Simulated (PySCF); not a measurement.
PySCF input for RuO₄, SMILES [Ru](=[O])(=[O])(=[O])=[O], multiplicity 1, TDDFT-ωB97X/def2-SVPD. Geometry: B3LYP-D3(BJ)/def2-SVP. The spin state was assumed, not searched. The isomer is the one that the SMILES or the coordinates give; other isomers of the formula were not compared. The def2 effective core potentials stand for the cores of Ru; spin–orbit coupling is left out.

```python
import numpy as np
from pyscf import gto, scf, dft, tdscf

mol = gto.M(
    atom='''
    Ru   -0.00000000   -0.00000000    0.00000000
    O    -0.96913864    0.96913864   -0.96913864
    O     0.96913864    0.96913864    0.96913864
    O     0.96913864   -0.96913864   -0.96913864
    O    -0.96913864   -0.96913864    0.96913864
    ''',
    basis='def2-SVPD',
    ecp={'Ru': 'def2-svp'},
    charge=0,
    spin=0,
    symmetry=True,
    max_memory=1600,
    verbose=4,
)
mf = dft.RKS(mol, xc='wb97x').density_fit(auxbasis='def2-universal-jkfit')
mf.grids.level = 3
mf.conv_tol = 1e-9
mf.max_cycle = 100
mf.kernel()
mf.grids = dft.Grids(mol).set(level=1).build(with_non0tab=True)  # coarser grid for the response kernel
td = tdscf.TDDFT(mf)
td.singlet = True
td.nstates = 10
td.conv_tol = 1e-4
td.kernel(x0=td.get_init_guess(mf, 15))
td.analyze()
tt = tdscf.TDA(mf)
tt.singlet = False
tt.nstates = 4
tt.conv_tol = 1e-4
tt.kernel(x0=tt.get_init_guess(mf, 9))
tt.analyze(verbose=3)
```

Output:

```
PySCF version 2.14.0

[INPUT] verbose = 4
[INPUT] num. atoms = 5
[INPUT] num. electrons = 48
[INPUT] charge = 0
[INPUT] spin (= nelec alpha-beta = 2S) = 0
[INPUT] symmetry True subgroup None
[INPUT] Mole.unit = angstrom
[INPUT] Symbol           X                Y                Z      unit          X                Y                Z       unit  Magmom
[INPUT]  1 Ru     0.000000000000   0.000000000000   0.000000000000 AA    0.000000000000   0.000000000000   0.000000000000 Bohr   0.0
[INPUT]  2 O     -0.969138640000   0.969138640000  -0.969138640000 AA   -1.831406606333   1.831406606333  -1.831406606333 Bohr   0.0
[INPUT]  3 O      0.969138640000   0.969138640000   0.969138640000 AA    1.831406606333   1.831406606333   1.831406606333 Bohr   0.0
[INPUT]  4 O      0.969138640000  -0.969138640000  -0.969138640000 AA    1.831406606333  -1.831406606333  -1.831406606333 Bohr   0.0
[INPUT]  5 O     -0.969138640000  -0.969138640000   0.969138640000 AA   -1.831406606333  -1.831406606333   1.831406606333 Bohr   0.0

nuclear repulsion = 235.539086907915
point group symmetry = Td, use subgroup D2
symmetry origin: [0. 0. 0.]
symmetry axis x: [ 1.00000000e+00  9.61481343e-17 -2.88444403e-16]
symmetry axis y: [-9.61481343e-17  1.00000000e+00  9.61481343e-17]
symmetry axis z: [ 2.88444403e-16 -9.61481343e-17  1.00000000e+00]
num. orbitals of irrep A = 33
num. orbitals of irrep B1 = 31
num. orbitals of irrep B2 = 31
num. orbitals of irrep B3 = 31
number of shells = 48
number of NR pGTOs = 192
number of NR cGTOs = 126
basis = def2-SVPD
ecp = {'Ru': 'def2-svp'}


******** <class 'pyscf.df.df_jk.DFSymAdaptedRKS'> ********
method = DFSymAdaptedRKS
initial guess = minao
damping factor = 0
level_shift factor = 0
DIIS = <class 'pyscf.scf.diis.CDIIS'>
diis_start_cycle = 1
diis_space = 8
diis_damp = 0
SCF conv_tol = 1e-09
SCF conv_tol_grad = None
SCF max_cycles = 100
direct_scf = False
XC library pyscf.dft.libxc version 7.1.2
    S. Lehtola, C. Steigemann, M. J. T. Oliveira, and M. A. L. Marques,  SoftwareX 7, 1–5 (2018)
XC functionals = wb97x
    J.-D. Chai and M. Head-Gordon,  J. Chem. Phys. 128, 084106 (2008)
radial grids:
    Treutler-Ahlrichs [JCP 102, 346 (1995); DOI:10.1063/1.469408] (M4) radial grids

becke partition: Becke, JCP 88, 2547 (1988); DOI:10.1063/1.454033
pruning grids: <function nwchem_prune>
grids dens level: 3
symmetrized grids: True
atomic radii adjust function: <function treutler_atomic_radii_adjust>
small_rho_cutoff = 0
Freeze 0 electrons in irreps []
    48 free electrons in irreps A B1 B2 B3
Set gradient conv threshold to 3.16228e-05
Initial guess from minao.
tot grids = 78504
******** <class 'pyscf.df.df.DF'> ********
auxbasis = def2-universal-jkfit
Create RSH-DF object <pyscf.df.df.DF object> for omega=0.3
******** <class 'pyscf.df.df.DF'> ********
auxbasis = auxmol.basis = def2-universal-jkfit
init E= -385.694902500054
HOMO (B1) = -0.720179238988934  LUMO (A) = -0.516342581042516  gap/eV = 5.54668
cycle= 1 E= -395.068821131797  delta_E= -9.37  |g|= 1.34  |ddm|= 3.84
HOMO (B1) = -0.388451867288833  LUMO (A) = -0.161895006703026  gap/eV = 6.16493
cycle= 2 E= -393.943384559361  delta_E= 1.13  |g|= 2.84  |ddm|= 2.89
HOMO (B1) = -0.444371629697827  LUMO (A) = -0.0834142247864328  gap/eV = 9.82215
cycle= 3 E= -395.344845072433  delta_E= -1.4  |g|= 0.277  |ddm|= 2.31
HOMO (B1) = -0.478632797973849  LUMO (A) = -0.129387310672914  gap/eV = 9.50345
cycle= 4 E= -395.358233875146  delta_E= -0.0134  |g|= 0.0409  |ddm|= 0.307
HOMO (B2) = -0.474002853086529  LUMO (A) = -0.123510519376217  gap/eV = 9.53738
cycle= 5 E= -395.35852594664  delta_E= -0.000292  |g|= 0.00585  |ddm|= 0.0353
HOMO (B1) = -0.47443792067528  LUMO (A) = -0.124127595576743  gap/eV = 9.53243
cycle= 6 E= -395.358533637867  delta_E= -7.69e-06  |g|= 0.000736  |ddm|= 0.00657
HOMO (B3) = -0.474455335850316  LUMO (A) = -0.124219559566489  gap/eV = 9.53040
cycle= 7 E= -395.358534208592  delta_E= -5.71e-07  |g|= 0.000312  |ddm|= 0.00235
HOMO (B1) = -0.474446621636829  LUMO (A) = -0.124228044712948  gap/eV = 9.52993
cycle= 8 E= -395.358534330731  delta_E= -1.22e-07  |g|= 4.25e-05  |ddm|= 0.00125
HOMO (B1) = -0.474442700689686  LUMO (A) = -0.124224214516783  gap/eV = 9.52993
cycle= 9 E= -395.358534332967  delta_E= -2.24e-09  |g|= 4.2e-06  |ddm|= 0.000208
HOMO (B1) = -0.474443100714122  LUMO (A) = -0.124224768821655  gap/eV = 9.52993
cycle= 10 E= -395.358534332987  delta_E= -1.96e-11  |g|= 1.06e-06  |ddm|= 1.94e-05
HOMO (B2) = -0.474443107305412  LUMO (A) = -0.124224831385994  gap/eV = 9.52992
Extra cycle  E= -395.358534332985  delta_E= 1.59e-12  |g|= 1.57e-06  |ddm|= 2.67e-06
converged SCF energy = -395.358534332985
tot grids = 28808


******** <class 'pyscf.tdscf.rks.TDDFT'> for <class 'pyscf.df.df_jk.DFSymAdaptedRKS'> ********
nstates = 10 singlet
deg_eia_thresh = 1.000e-03
wfnsym = None
conv_tol = 0.0001
eigh lindep = 1e-12
eigh level_shift = 0
eigh max_cycle = 100


Excitation energies (eV)
[3.07638464 3.07638464 3.07638464 3.69466872 3.69466872 3.69466872
 4.03936087 4.03936087 4.03936087 4.80732798]

** Singlet excitation energies and oscillator strengths **
Excited State   1:   B2      3.07638 eV    403.02 nm  f=0.0000
      23 -> 25       -0.68535
      23 -> 26       -0.14446
Excited State   2:   B3      3.07638 eV    403.02 nm  f=0.0000
      24 -> 25       -0.46778
      24 -> 26        0.52130
Excited State   3:   B1      3.07638 eV    403.02 nm  f=0.0000
      22 -> 25       -0.21757
      22 -> 26       -0.66576
Excited State   4:   B1      3.69467 eV    335.58 nm  f=0.0064
      19 -> 25        0.12141
      19 -> 26        0.37152
      22 -> 25        0.55667
      22 -> 26       -0.18192
Excited State   5:   B2      3.69467 eV    335.58 nm  f=0.0064
      20 -> 25        0.38245
      23 -> 25        0.12079
      23 -> 26       -0.57305
Excited State   6:   B3      3.69467 eV    335.58 nm  f=0.0064
      21 -> 25       -0.26104
      21 -> 26        0.29090
      24 -> 25       -0.43588
      24 -> 26       -0.39113
Excited State   7:   B1      4.03936 eV    306.94 nm  f=0.0000
      19 -> 25        0.65956
      19 -> 26       -0.21554
Excited State   8:   B2      4.03936 eV    306.94 nm  f=0.0000
      20 -> 25        0.14311
      20 -> 26       -0.67896
Excited State   9:   B3      4.03936 eV    306.94 nm  f=0.0000
      21 -> 25        0.51644
      21 -> 26        0.46342
Excited State  10:  ???      4.80733 eV    257.91 nm  f=0.0175
      18 -> 29        0.15730
      21 -> 25       -0.36164
      21 -> 26        0.40301
      22 -> 28       -0.16581
      23 -> 27        0.16581
      24 -> 25        0.24422
      24 -> 26        0.21915

** Transition electric dipole moments (AU) **
state          X           Y           Z        Dip. S.      Osc.
  1         0.0000      0.0000     -0.0000      0.0000      0.0000
  2        -0.0000      0.0000      0.0000      0.0000      0.0000
  3         0.0000      0.0000      0.0000      0.0000      0.0000
  4        -0.0000     -0.0000     -0.2667      0.0711      0.0064
  5        -0.0000      0.2667      0.0000      0.0711      0.0064
  6         0.2667     -0.0000      0.0000      0.0711      0.0064
  7         0.0000     -0.0000      0.0000      0.0000      0.0000
  8         0.0000      0.0000     -0.0000      0.0000      0.0000
  9        -0.0000     -0.0000      0.0000      0.0000      0.0000
 10        -0.3860     -0.0000      0.0000      0.1490      0.0175

WARN: ECP detected. Skipping calculation of transition velocity and magnetic dipole moments, which have not yet been implemented.



******** <class 'pyscf.tdscf.rks.TDA'> for <class 'pyscf.df.df_jk.DFSymAdaptedRKS'> ********
nstates = 4 triplet
deg_eia_thresh = 1.000e-03
wfnsym = None
conv_tol = 0.0001
eigh lindep = 1e-12
eigh level_shift = 0
eigh max_cycle = 100


Excitation energies (eV)
[2.44654179 2.44654179 2.4465418  2.81971497]

** Triplet excitation energies and oscillator strengths **
Excited State   1:   B1      2.44654 eV    506.77 nm  f=0.0000
Excited State   2:   B3      2.44654 eV    506.77 nm  f=0.0000
Excited State   3:   B2      2.44654 eV    506.77 nm  f=0.0000
Excited State   4:   B2      2.81971 eV    439.70 nm  f=0.0000
```

The run converged.
